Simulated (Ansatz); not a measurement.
Total energies of the cluster K₂I (the lowest doublet isomer of a short search) from Ansatz at PBE0-D4/def2-TZVP, gas phase (1 Eh = 27.2114 eV = 2625.5 kJ/mol). The reference geometry is relaxed at r2SCAN-D4/def2-TZVP.

```tsv
atom	x (Å)	y (Å)	z (Å)
K1	0.694	-2.068	0.389
K2	-1.225	1.462	1.128
I3	0.531	0.606	-1.517
```

```
                state                        geometry  energy (Eh)
     charge 0 doublet                       reference  -1497.32597
     charge 1 singlet                       reference  -1497.17227
     charge 1 singlet  relaxed at r2SCAN-D4/def2-TZVP  -1497.19692
     charge 0 quartet  relaxed at r2SCAN-D4/def2-TZVP  -1497.18338
free K atom (doublet)                               –   -599.73886
free I atom (doublet)                               –   -297.69312
```

In the def2 sets I takes a core potential; there is no spin–orbit coupling.

Problem. Work out the vertical ionisation energy to the singlet.

Solution. E(charge 1 singlet) − E(charge 0 doublet) = -1497.17227 − (-1497.32597) = 0.15370 Eh = 4.18 eV. For comparison, −ε of the highest occupied level of the spin that leaves is 2.92 eV at this level, 1.26 eV less.

Problem. How much does the charge 1 singlet relax, and what is the adiabatic ionisation energy?

Solution. Relaxation: -1497.17227 − (-1497.19692) = 0.02465 Eh = 0.67 eV. Adiabatic ionisation energy: 0.12905 Eh = 3.51 eV, without zero-point energy. 

Problem. Which of the charge 0 states is lowest, and how far above it are the others?

Solution. The doublet. quartet: -1497.18338 − (-1497.32597) = 0.14259 Eh = 374.4 kJ/mol. The quartet has fallen apart, so its energy is that of loose fragments and no spin gap. The quartet differs in its bonds from the reference.

Problem. What is the binding energy per atom against free atoms?

Solution. Atoms: 2 × (-599.73886) + 1 × (-297.69312) = -1497.17084 Eh. Binding: -1497.17084 − (-1497.32597) = 0.15513 Eh = 4.22 eV, or 1.41 eV for each of 3 atoms (no zero-point energy, no counterpoise term).

The structure comes from a short search, and lower isomers may exist.
